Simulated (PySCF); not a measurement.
PBEsol on As⁻ (arsenic, charge -1), [Ar] 3d10 4s2 4p4, high-spin 3P determinant. Calculation: PySCF 2.14, in x2c-TZVPPall with one added diffuse shell each of s, p, d type (7s6p5d1f, 57 functions); the spin-free X2C one-electron Hamiltonian (Gaussian nucleus).

```
cycle= 1 E= -2258.7869993915  delta_E= -0.0147  |g|= 0.208  |ddm|= 0.244
cycle= 2 E= -2258.78567443865  delta_E= 0.00132  |g|= 0.23  |ddm|= 0.138
cycle= 3 E= -2258.7914152831  delta_E= -0.00574  |g|= 0.0178  |ddm|= 0.0914
cycle= 4 E= -2258.79166627157  delta_E= -0.000251  |g|= 0.00278  |ddm|= 0.0415
cycle= 5 E= -2258.79167741039  delta_E= -1.11e-05  |g|= 0.000289  |ddm|= 0.00791
cycle= 6 E= -2258.79167772832  delta_E= -3.18e-07  |g|= 3.3e-05  |ddm|= 0.00243
cycle= 7 E= -2258.79167773009  delta_E= -1.78e-09  |g|= 2.83e-06  |ddm|= 0.000153
cycle= 8 E= -2258.79167773011  delta_E= -1.09e-11  |g|= 6.91e-08  |ddm|= 7.35e-06
converged SCF energy = -2258.79167773011  <S^2> = 2.008464  2S+1 = 3.0056373
```

Highest occupied orbital energy: 1.720 eV; ⟨L²⟩ = 2.03; populations by l: s 8.00, p 16.00, d 10.00, f 0.00.

(1) Can this result be used?

Answers

(1) With care. The calculation finished and met its thresholds. At PBEsol the highest occupied level has a positive energy, so only the finite basis holds that electron; in a semilocal or global hybrid functional this comes from self-interaction and does not mean that the real anion is unbound.
